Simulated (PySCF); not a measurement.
# Working out the excitation energy of Cl(2+)

Cl(2+) [Ne] 3s2 3p3 (4S) → Cl(2+) [Ne] 3s1 3p4 (4P). Computed with PySCF 2.14 in aug-cc-pwCVDZ, with the non-relativistic Hamiltonian (point nucleus). Frozen: nothing. Energies in hartree (1 hartree = 27.21139 eV):

```
            part  Cl(2+) (lower)  Cl(2+) (upper)
             UHF     -458.210800     -457.736964
CCSD correlation       -0.247783       -0.268373
             (T)       -0.002278       -0.005722
```

What does Hartree-Fock give?

(-457.736964) − (-458.210800) = 0.473836 hartree = 12.894 eV.

What do CCSD and CCSD(T) give?

The CCSD correlation energies differ by -0.020590 hartree = -0.560 eV and the triples by -0.003444 hartree = -0.094 eV, so CCSD gives 12.334 eV and CCSD(T) 12.240 eV.

A double-zeta basis recovers only part of the correlation energy.

The coupled-cluster amplitudes are large, so a single reference is strained.
